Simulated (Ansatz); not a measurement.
A structure relaxed at PBE0-D4/def2-TZVP, charge 0, multiplicity 1:

```csv
atom,x (Å),y (Å),z (Å)
F1,-0.610,0.073,-2.284
Si2,0.679,-0.165,-1.391
F3,1.468,1.212,-1.402
O4,0.272,-0.575,0.098
Ge5,-0.660,0.056,1.487
H6,1.510,-1.201,-2.011
H7,-0.023,1.385,1.910
H8,-0.524,-1.021,2.566
H9,-2.112,0.237,1.027
```

(1) Give its formula and SMILES.

(2) Point group (tolerance 0.08 Å, 0.16 Å for H)?

(3) Summarise the bond lengths by kind.

## Answers

(1) F2GeH4OSi, `F[SiH](F)[O][GeH3]`.

(2) Cs.

(3) 2 × F–Si 1.586 Å; 1 × O–Si 1.597 Å; 1 × H–Si 1.465 Å; 1 × Ge–O 1.787 Å; 3 × Ge–H 1.531 to 1.534 Å.

Computed with Ansatz.
